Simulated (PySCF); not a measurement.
C2H6OSi2, SMILES O1[SiH2]C=C[SiH2]1. Atoms are numbered in the order given.

```xyz
11

C     -0.6747     0.0000     1.4006
C      0.6747     0.0000     1.4006
Si     1.4157     0.0000    -0.3282
O      0.0000     0.0000    -1.2272
Si    -1.4157     0.0000    -0.3282
H     -1.2419     0.0000     2.3402
H      1.2418     0.0000     2.3402
H      2.2360    -1.2120    -0.6199
H      2.2360     1.2120    -0.6199
H     -2.2360    -1.2120    -0.6199
H     -2.2360     1.2120    -0.6199
```

The structure is a stationary point at PBE0-D3(BJ)/def2-SVP. This is a generated structure with no PubChem entry under its InChIKey; it may be hypothetical.

Two levels are set side by side: PBE/pcSseg-1 (PySCF) and KT2/pcSseg-1 (PySCF). GIAO shifts against H2O (¹⁷O), TMS (²⁹Si), TMS (¹H), TMS (¹³C) at the same level; non-relativistic, no solvent, atoms listed together averaged. Differences are taken from unrounded values.

```
quantity                           KT2
-------------------------------  -----
δ(¹³C) of C1, C2 (ppm)           149.9
δ(²⁹Si) of Si3, Si5 (ppm)         -4.6
δ(¹⁷O) of O4 (ppm)                13.4
δ(¹H) of H6, H7 (ppm)             7.53
δ(¹H) of H8, H9, H10, H11 (ppm)   5.78
```

Question: What does PBE give, and how far is it from KT2? (An estimate is asked for; the answer gives what the named calculation found.)

Answer: 
| quantity | PBE | PBE minus KT2 |
|---|---|---|
| δ(¹³C) of C1, C2 (ppm) | 160.7 | 10.8 |
| δ(²⁹Si) of Si3, Si5 (ppm) | -5.8 | -1.2 |
| δ(¹⁷O) of O4 (ppm) | 21.2 | 7.8 |
| δ(¹H) of H6, H7 (ppm) | 7.75 | 0.22 |
| δ(¹H) of H8, H9, H10, H11 (ppm) | 5.84 | 0.06 |

Rough cost on one machine, each run with all the roots and properties that it gave: KT2 against PBE within a factor of 2.
